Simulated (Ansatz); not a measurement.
## A barrier at the coupled-cluster level

Start structure (BNH₂F₂, singlet), relaxed at PBE0-D4/def2-TZVP:

```
6
angstrom
B -0.4994 0.4015 -0.0794
F -0.6446 1.4795 0.6852
N 0.5774 -0.4642 0.0918
H 1.2817 -0.3144 0.7905
F -1.4194 0.1800 -1.0133
H 0.7045 -1.2824 -0.4749
```

The step: BNH₂F₂ ([NH2][B]([F])[F]) → BNHF ([NH][B][F]) + HF; bonds formed: F2–H4; bonds broken: B1–F2, N3–H4. Program: Ansatz 0.2.0. Basis: def2-TZVPP and def2-QZVPP. Cores are frozen in the correlated methods. Extrapolation: Hartree–Fock as exp(−7.88 √X), correlation as X^−2.97. Energies below are by CCSD(T) at an estimated basis limit (MP2 extrapolated from triple and quadruple zeta, plus CCSD(T) − MP2 in triple zeta).

(1) What are the electronic barrier and the energy of the step, from the start structure to the end structure? (Judge from chemistry; the value comes from the calculation.)

The T1 diagnostic stays at or below 0.014.

Results:

(1) By the calculation: Barrier 3.599 eV; step energy 3.186 eV (uphill); reverse barrier, their difference, 0.414 eV. Barrier and step energy count from the start structure, the reverse barrier from the end structure.

The saddle point: One imaginary mode of 376i cm⁻¹.
| pair | start (Å) | saddle (Å) | end (Å) |
| --- | --- | --- | --- |
| F2–H4 | 2.63 | 1.01 | 0.94 |
| B1–F2 | 1.33 | 1.88 | 3.27 |
| N3–H4 | 1.00 | 1.58 | 1.79 |

Zero-point energy (harmonic, PBE0-D4): ZPE is 1.006 eV at the start and 0.845 eV at the saddle, so the barrier goes from 3.599 to 3.439 eV.

First-order rate constant out of the start structure at 498 K by transition-state theory, with harmonic vibrational free energies alone and no tunnelling: ΔA‡ = 3.431 eV, so k = (kB T/h) exp(−ΔA‡/kB T) ≈ 10^-22 s⁻¹ (an order of magnitude at best: rotation, the number of equivalent paths and anharmonicity are left out).

Labels in which every atom is bracketed show which atoms are joined, not bond orders.

For scale, one of the runs: CCSD(T)/def2-TZVPP, 152 basis functions (an equivalent command: `ansatz run in.yaml --threads 2`). Hardware: 2 CPU threads, shared host. Wall time 21 s; peak host memory 1.1 GiB.
